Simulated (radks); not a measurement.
Initial-state core-level shifts of the lutetium ion Lu2+ when its valence configuration changes from [Xe] 4f14 6s1. All-electron calculation, Dirac Kohn-Sham, PBE, spin-unpolarised, spherical densities, finite nucleus; open shells are shared between the two j in proportion to 2j + 1; Fermi nuclear charge, rms radius 5.37 fm. Program: a radial shooting solver on a logarithmic mesh with Libxc functionals. Shifts are changes of the shell-averaged eigenvalues in eV (positive: less bound); the change of the density at the nucleus, which sets a Mossbauer isomer shift, is in e/bohr^3, on a base of 1.111e+06.

| valence | 2p | 4s | 4d | 5p | density at nucleus |
|---|---|---|---|---|---|
| 4f13 6s2 | -11.556 | -12.093 | -11.636 | -6.339 | +156.7 |
| 4f13.5 5d0.5 6s1 | -4.133 | -4.440 | -4.214 | -1.815 | +28.0 |
| 4f12 6s1 6p2 | -27.214 | -28.182 | -27.136 | -15.423 | +163.1 |
| 4f14 5d1 | +2.576 | +2.536 | +2.566 | +2.431 | -79.8 |
| 4f12 5d2 6s1 | -17.756 | -18.922 | -17.843 | -7.137 | +122.4 |
| 4f13.5 6s1.5 | -5.587 | -5.864 | -5.653 | -3.135 | +74.0 |
| 4f13 6s1 6p1 | -12.950 | -13.484 | -13.027 | -7.669 | +75.1 |
| 4f13.5 5d1.5 | -1.430 | -1.781 | -1.528 | +0.685 | -55.5 |
| 4f12.5 6s1 6p1.5 | -19.929 | -20.697 | -19.962 | -11.538 | +117.6 |
